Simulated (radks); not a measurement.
Mo I, 42 electrons, occupied as [Kr] 4d5 4f1 (not the ground configuration). Method: Dirac Kohn-Sham, PBE, spin-unpolarised, spherical densities, finite nucleus; open shells are shared between the two j in proportion to 2j + 1; Fermi nuclear charge, rms radius 4.4091 fm; computed with a radial shooting solver on a logarithmic mesh with Libxc functionals.

X-ray form factor f0, the Fourier transform of the density (f0(0) = 42):

| sin(theta)/lambda (1/angstrom) | f0 (electrons) |
|---|---|
| 0.05 | 40.248 |
| 0.1 | 38.440 |
| 0.15 | 35.947 |
| 0.2 | 33.286 |
| 0.25 | 30.734 |
| 0.3 | 28.419 |
| 0.4 | 24.621 |
| 0.5 | 21.785 |
| 0.6 | 19.579 |
| 0.8 | 16.020 |
| 1 | 12.962 |
| 1.25 | 9.902 |
| 1.5 | 7.844 |
| 2 | 5.820 |
